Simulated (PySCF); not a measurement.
# What a mistake does to a calculation on AlBFH2O

All numbers below are calculated, not measured. They come from PySCF 2.14.0, an open-source quantum chemistry program, on an isolated molecule that a program drew, which may never have been made. The molecule is AlBFH2O (charge 0, doublet), drawn as the SMILES string `FB[O][AlH]`.

Each row is a Hartree-Fock (HF) and frozen-core CCSD(T) single point in the cc-pV(D+d)Z basis, meant for a local HF minimum. Run 1 is clean. Each other run has one planted mistake out of seven kinds, and not every kind appears here: one electron removed, one electron added, multiplicity raised by two, geometry at a saddle point, minimal basis STO-3G, one bond length entered in bohr, all coordinates scaled. The reference is restricted for singlets and unrestricted otherwise, and also for a bond in bohr. Adding or removing an electron swaps singlet and doublet. Electrons count all cores. HOMO and LUMO are orbital energies over both spins, the gradient is its largest component, and the lowest frequency (negative if imaginary) is given only where the gradient is small. Bond lengths are over the 5 bonds as drawn. T1 is the CCSD diagnostic: over 0.02 (restricted) or 0.045 (unrestricted) a single reference is doubtful.

Geometry of the clean run:
```xyz
6
AlBFH2O, angstrom
F    -1.3156    0.4972   -3.2375
B    -0.6199    1.1329   -2.2859
O     0.0784    0.4271   -1.4035
Al    0.7430   -0.7566   -0.3767
H    -0.6629    2.3285   -2.2785
H     2.2600   -1.1422   -0.6530
```

| run | electrons | basis functions | <S^2> | HOMO (eV) | LUMO (eV) | gradient (hartree/bohr) | lowest frequency (cm^-1) | mean bond (Å) | longest bond (Å) | T1 | HF (hartree) | CCSD(T) (hartree) | mistake |
|---|---|---|---|---|---|---|---|---|---|---|---|---|---|
| 1 | 37 | 75 | 0.756 | -8.73 | 0.89 | 7.0e-06 | 47 | 1.4311 | 1.702 | 0.0167 | -442.21173 | -442.73848 | no fault |
| 2 | 37 | 75 | 1.512 | -8.67 | 0.70 | 2.0e-02 | - | 1.6694 | 2.531 | 0.0787 | -442.02442 | -442.54644 | one bond length entered in bohr |
| 3 | 37 | 26 | 0.759 | -5.28 | 6.82 | 3.3e-02 | - | 1.4311 | 1.702 | 0.0202 | -436.52467 | -436.67763 | ? |
| 4 | 38 | 75 | 0.000 | -0.43 | 6.71 | 5.3e-02 | - | 1.4311 | 1.702 | 0.0174 | -442.20130 | -442.76214 | ? |

**Which mistake was planted in run 3, and what did it cost?**

It has 26 basis functions where the clean run has 75, with the same electrons and geometry. So the mistake is: minimal basis STO-3G. Subtracting run 1 and multiplying by 627.51 kcal/mol a hartree, the energy moved by 3568.7 kcal/mol in HF and 3803.2 kcal/mol in CCSD(T).

**Which mistake was planted in run 4, and what did it cost?**

It counts 38 electrons, one more than the clean run, at the same geometry and basis. So the mistake is: one electron added. Subtracting run 1 and multiplying by 627.51 kcal/mol a hartree, the energy moved by 6.5 kcal/mol in HF and -14.8 kcal/mol in CCSD(T).

Cautions from the logs. Run 2: T1 is over the limit, so its CCSD(T) energy is less reliable.
